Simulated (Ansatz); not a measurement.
Ansatz (a first-principles code) job for Pb(H)(NMe2) (C2H7NPb), SMILES C[N](C)[PbH] (connectivity only; charge and spin as stated), neutral, multiplicity 1, PBE-D3(BJ)/def2-SVP. 

Ansatz 0.2 input:
```yaml
crystal:
  periodic: [false, false, false]
  atoms:
    - {symbol: Pb, position_ang: [0.01936499, 0.64811702, 0.00000000]}
    - {symbol: H, position_ang: [-1.85567658, 0.71102955, 0.00000000]}
    - {symbol: N, position_ang: [-0.01140219, -1.52381815, -0.00000000]}
    - {symbol: C, position_ang: [1.21833008, -2.28230515, -0.00000000]}
    - {symbol: C, position_ang: [-1.18718186, -2.36336184, -0.00000000]}
    - {symbol: H, position_ang: [1.29784224, -2.94300772, 0.88907163]}
    - {symbol: H, position_ang: [1.29784224, -2.94300772, -0.88907163]}
    - {symbol: H, position_ang: [2.09719502, -1.61764255, -0.00000000]}
    - {symbol: H, position_ang: [-1.21521134, -3.02862287, -0.88910143]}
    - {symbol: H, position_ang: [-1.21521134, -3.02862287, 0.88910143]}
    - {symbol: H, position_ang: [-2.10178338, -1.75499287, -0.00000000]}
basis:
  gaussian:
    orbitals: def2-SVP
hamiltonian:
  xc: pbe
  dispersion: d3bj
relax: {f_tol: 0.002, max_steps: 200}
```

It prints:

```
WARN ansatz: RAYON_NUM_THREADS=1 ignored (pool sized by the plan → 1); use --threads N
Functional definition: PBE
integrals: 0.05 GiB planned
1190 factors; their error is unknown
mean field: 0.28 GiB planned
mean field evaluation 1: about -8905.5722 eV, gradient 7.0e1 eV
mean field evaluation 2: about -8805.5747 eV, gradient 1.8e2 eV
mean field evaluation 4: about -8917.0295 eV, gradient 3.0e1 eV
mean field evaluation 8: about -8919.0578 eV, gradient 1.7e-1 eV
mean field evaluation 16: about -8919.0120 eV, gradient 2.6e-3 eV
mean field -8919.01199303 eV, -327.7676452204 hartree, gradient 1.0e-5 eV, S^2 0.000000; 0 other end points of the search recorded, 0 dependent functions left out
the calculation of the forces begins
reference -8919.01202895 eV, -327.7676465404 hartree; 24, 24 occupied and 79, 79 virtual orbitals, 1190 factors
relax step   1: F+E_penalty+E_count = -8919.24578524 eV  Δ(F+E_penalty+E_count) = +0.000e0 eV  max|allowed force component| = 2.168e-1 eV/Å  Δτ_max = 0.0000 Å  (32 SCF iters, accepted)
these checks for a lower state are left out or cut short: starts, cluster_reference, orbital_swaps, neighbouring_geometries, increment
integrals: 0.05 GiB planned
1190 factors; their error is unknown
mean field: 0.28 GiB planned
mean field -8919.01866841 eV, -327.7678905359 hartree, gradient 9.8e-6 eV, S^2 0.000000; 0 other end points of the search recorded, 0 dependent functions left out
the calculation of the forces begins
reference -8919.01870428 eV, -327.7678918543 hartree; 24, 24 occupied and 79, 79 virtual orbitals, 1190 factors
relax step   2: F+E_penalty+E_count = -8919.25171929 eV  Δ(F+E_penalty+E_count) = -5.934e-3 eV  max|allowed force component| = 1.665e-1 eV/Å  Δτ_max = 0.0240 Å  (33 SCF iters, accepted)
these checks for a lower state are left out or cut short: starts, cluster_reference, orbital_swaps, neighbouring_geometries, increment
integrals: 0.05 GiB planned
1190 factors; their error is unknown
mean field: 0.28 GiB planned
mean field evaluation 32: about -8919.0207 eV, gradient 3.0e-1 eV
mean field -8919.02092619 eV, -327.7679735080 hartree, gradient 9.8e-6 eV, S^2 0.000000; 0 other end points of the search recorded, 0 dependent functions left out
the calculation of the forces begins
reference -8919.02096212 eV, -327.7679748283 hartree; 24, 24 occupied and 79, 79 virtual orbitals, 1190 factors
relax step   3: F+E_penalty+E_count = -8919.25372742 eV  Δ(F+E_penalty+E_count) = -2.008e-3 eV  max|allowed force component| = 3.483e-2 eV/Å  Δτ_max = 0.0276 Å  (34 SCF iters, accepted)
these checks for a lower state are left out or cut short: starts, cluster_reference, orbital_swaps, neighbouring_geometries, increment
integrals: 0.05 GiB planned
1190 factors; their error is unknown
mean field: 0.28 GiB planned
mean field -8919.02102626 eV, -327.7679771856 hartree, gradient 9.8e-6 eV, S^2 0.000000; 0 other end points of the search recorded, 0 dependent functions left out
the calculation of the forces begins
reference -8919.02106217 eV, -327.7679785051 hartree; 24, 24 occupied and 79, 79 virtual orbitals, 1190 factors
relax step   4: F+E_penalty+E_count = -8919.25398329 eV  Δ(F+E_penalty+E_count) = -2.559e-4 eV  max|allowed force component| = 1.110e-2 eV/Å  Δτ_max = 0.0125 Å  (34 SCF iters, accepted)
these checks for a lower state are left out or cut short: starts, cluster_reference, orbital_swaps, neighbouring_geometries, increment
integrals: 0.05 GiB planned
1190 factors; their error is unknown
mean field: 0.28 GiB planned
mean field -8919.02103385 eV, -327.7679774643 hartree, gradient 1.7e-5 eV, S^2 0.000000; 0 other end points of the search recorded, 0 dependent functions left out
the calculation of the forces begins
reference -8919.02106975 eV, -327.7679787837 hartree; 24, 24 occupied and 79, 79 virtual orbitals, 1190 factors
relax step   5: F+E_penalty+E_count = -8919.25398817 eV  Δ(F+E_penalty+E_count) = -4.884e-6 eV  max|allowed force component| = 7.717e-3 eV/Å  Δτ_max = 0.0009 Å  (23 SCF iters, accepted)
these checks for a lower state are left out or cut short: starts, cluster_reference, orbital_swaps, neighbouring_geometries, increment
integrals: 0.05 GiB planned
1190 factors; their error is unknown
mean field: 0.28 GiB planned
mean field -8919.02103846 eV, -327.7679776338 hartree, gradient 1.4e-5 eV, S^2 0.000000; 0 other end points of the search recorded, 0 dependent functions left out
the calculation of the forces begins
reference -8919.02107436 eV, -327.7679789531 hartree; 24, 24 occupied and 79, 79 virtual orbitals, 1190 factors
relax step   6: F+E_penalty+E_count = -8919.25398918 eV  Δ(F+E_penalty+E_count) = -1.009e-6 eV  max|allowed force component| = 3.026e-3 eV/Å  Δτ_max = 0.0006 Å  (23 SCF iters, accepted)
these checks for a lower state are left out or cut short: starts, cluster_reference, orbital_swaps, neighbouring_geometries, increment
integrals: 0.05 GiB planned
1190 factors; their error is unknown
mean field: 0.28 GiB planned
mean field evaluation 64: about -8919.0210 eV, gradient 3.3e-5 eV
mean field -8919.02103986 eV, -327.7679776852 hartree, gradient 3.3e-5 eV, S^2 0.000000; 0 other end points of the search recorded, 0 dependent functions left out
the calculation of the forces begins
reference -8919.02107576 eV, -327.7679790046 hartree; 24, 24 occupied and 79, 79 virtual orbitals, 1190 factors
relax step   7: F+E_penalty+E_count = -8919.25398969 eV  Δ(F+E_penalty+E_count) = -5.102e-7 eV  max|allowed force component| = 1.994e-4 eV/Å  Δτ_max = 0.0002 Å  (20 SCF iters, accepted)
integrals: 0.05 GiB planned
1190 factors; their error is unknown
mean field: 0.28 GiB planned
mean field -8919.02103986 eV, -327.7679776852 hartree, gradient 3.3e-5 eV, S^2 0.000000; 1 other end points of the search recorded, 0 dependent functions left out
the calculation of the forces begins
reference -8919.02107576 eV, -327.7679790046 hartree; 24, 24 occupied and 79, 79 virtual orbitals, 1190 factors
Total energy: -8919.25402560 eV, -327.7765397531 hartree
Atom 0 at     0.021912     0.661517    -0.000000 Å, force    -0.000026     0.000023    -0.000000 eV/Å
Atom 1 at    -1.864153     0.708405    -0.000000 Å, force     0.000011    -0.000006    -0.000000 eV/Å
Atom 2 at    -0.010066    -1.525342     0.000000 Å, force     0.000109    -0.000014    -0.000000 eV/Å
Atom 3 at     1.221430    -2.283039     0.000000 Å, force    -0.000113     0.000031     0.000000 eV/Å
Atom 4 at    -1.188942    -2.361939     0.000000 Å, force    -0.000055    -0.000065     0.000000 eV/Å
Atom 5 at     1.302444    -2.950125     0.894425 Å, force    -0.000023    -0.000011     0.000023 eV/Å
Atom 6 at     1.302444    -2.950125    -0.894425 Å, force    -0.000023    -0.000011    -0.000023 eV/Å
Atom 7 at     2.105716    -1.612924     0.000000 Å, force    -0.000152     0.000016     0.000000 eV/Å
Atom 8 at    -1.219469    -3.033539    -0.894444 Å, force     0.000036    -0.000013    -0.000012 eV/Å
Atom 9 at    -1.219469    -3.033539     0.894444 Å, force     0.000036    -0.000013     0.000012 eV/Å
Atom 10 at    -2.107740    -1.745583     0.000000 Å, force     0.000199     0.000065     0.000000 eV/Å
Dipole moment:     0.213753    -0.078561     0.000000 e Å
```

The run converged.

Cost: about 17 core-seconds (a rough figure).
